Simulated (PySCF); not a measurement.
**Computed properties of Al(H)(Me)(NH2) (CH₆AlN), SMILES [AlH]([CH3])[NH2]**

CH6AlN, SMILES [NH2][AlH][CH3]. Coordinates come from a B3LYP-D3(BJ)/def2-TZVP optimisation. The values are those of a single conformer. All values are computed for the isolated molecule unless a solvent is named; none is compared with measurement here.

**Structure.** The optimised structure has Cs symmetry. All 21 harmonic modes at B3LYP-D3(BJ)/def2-TZVP (PySCF) are real, so it is a minimum. With heavy atoms numbered as in [AlH:1]([CH3:3])[NH2:7], the shortest bond between them is Al1–N7 at 1.774 Å and the longest Al1–C3 at 1.953 Å.

**Vibrations.** The strongest infrared lines (harmonic, unscaled, degenerate partners summed) lie at 1927 cm⁻¹ (213 km/mol, H 97 %), 837 cm⁻¹ (210 km/mol, Al 42 %, N 34 %, H 21 %), 443 cm⁻¹ (185 km/mol, H 80 %, N 19 %). The softest mode is at 62 cm⁻¹ and the zero-point energy is 42.5 kcal/mol.

**Electronic structure.** HF/def2-TZVPD (PySCF) places the frontier levels at -10.76 and 1.31 eV, a gap of 12.07 eV, and gives a dipole moment of 0.87 D and a mean polarisability of 46.1 bohr³.

**Excitations.** TDDFT-CAM-B3LYP/def2-SVPD (PySCF) has S1 at 6.36 eV (195 nm, f = 0.009, weak); the most intense of the 10 singlets computed lies at 7.94 eV (f = 0.15). T1 (TDA) is at 5.57 eV. No vertical singlet excitation falls in the visible range (under 3.1 eV).

**NMR.** GIAO shifts at KT2/pcSseg-1 (PySCF) (non-relativistic, atoms alike by connectivity averaged): ¹³C at -11.1 ppm against TMS; ¹H from -0.4 to 4.8 ppm against TMS.
